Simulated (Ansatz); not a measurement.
Geometry optimisation, RKS PBE-D4/def2-mTZVP in Ansatz.

The input (input.yaml):

```yaml
crystal:
  periodic: [false, false, false]
  atoms:
    - { symbol: B, position_ang: [-0.038436, -0.191141, -0.161182] }
    - { symbol: H, position_ang: [-0.048365, -0.611401, 0.959178] }
    - { symbol: "N", position_ang: [1.211585, 0.0432, -0.788377] }
    - { symbol: H, position_ang: [2.092721, -0.15372, -0.328001] }
    - { symbol: H, position_ang: [1.324691, 0.33092, -1.756784] }
    - { symbol: "N", position_ang: [-1.282193, -0.014178, -0.828739] }
    - { symbol: H, position_ang: [-2.170156, -0.258209, -0.405259] }
    - { symbol: H, position_ang: [-1.3696, 0.270562, -1.800168] }
    - { symbol: "N", position_ang: [-0.293901, 2.108356, 1.356268] }
    - { symbol: H, position_ang: [-0.816646, 2.071832, 0.476937] }
    - { symbol: H, position_ang: [0.655455, 2.396909, 1.102022] }
    - { symbol: H, position_ang: [-0.210257, 1.11497, 1.651506] }
basis:
  gaussian: { orbitals: def2-mTZVP }
hamiltonian:
  xc: pbe
  dispersion: d4
relax:
  f_tol: 0.03
  max_steps: 50
output:
  orbitals: {}
```

Launched with:

```bash
$ ansatz run input.yaml --threads 2 --pin off --max-ram 3072MiB --backend cpu --events-out ev --progress --plain --runs-dir out
```

Q: Where does it end, and by what steps?

A: The run converged. After 37 steps the energy has fallen by 0.322 eV; H12 moved furthest, 2.26 Å.

```tsv
step	energy less start (eV)	largest force component (eV/Å)	accepted
0	0.0000	0.783	yes
2	-0.1671	0.406	yes
4	-0.1996	0.193	yes
6	-0.1924	0.775	no
8	-0.2129	0.251	yes
10	-0.2127	0.548	no
12	-0.2229	0.099	yes
14	-0.2267	0.140	yes
16	-0.2289	0.404	yes
18	-0.2444	0.072	yes
20	-0.2507	0.078	yes
22	-0.2607	0.493	yes
24	-0.2805	0.360	yes
26	-0.3079	0.133	yes
28	-0.3129	0.041	yes
30	-0.3161	0.201	yes
32	-0.3197	0.053	yes
34	-0.3210	0.072	yes
36	-0.3215	0.033	yes
37	-0.3217	0.028	yes
```

```xyz
12
Properties=species:S:1:pos:R:3
B -0.034 -0.834 -0.639
H 0.073 -2.036 -0.659
N 1.126 -0.025 -0.642
H 2.061 -0.414 -0.650
H 1.084 0.989 -0.510
N -1.344 -0.267 -0.583
H -2.170 -0.844 -0.708
H -1.516 0.716 -0.783
N 0.055 2.416 0.893
H -0.493 1.610 1.214
H 0.777 2.567 1.605
H -0.565 3.231 0.940
```

Run time: 2.5 min on 2 threads of Intel(R) Xeon(R) Processor @ 2.50GHz (Skylake/Cascade Lake), with other jobs on the host, peak memory 0.14 GiB.
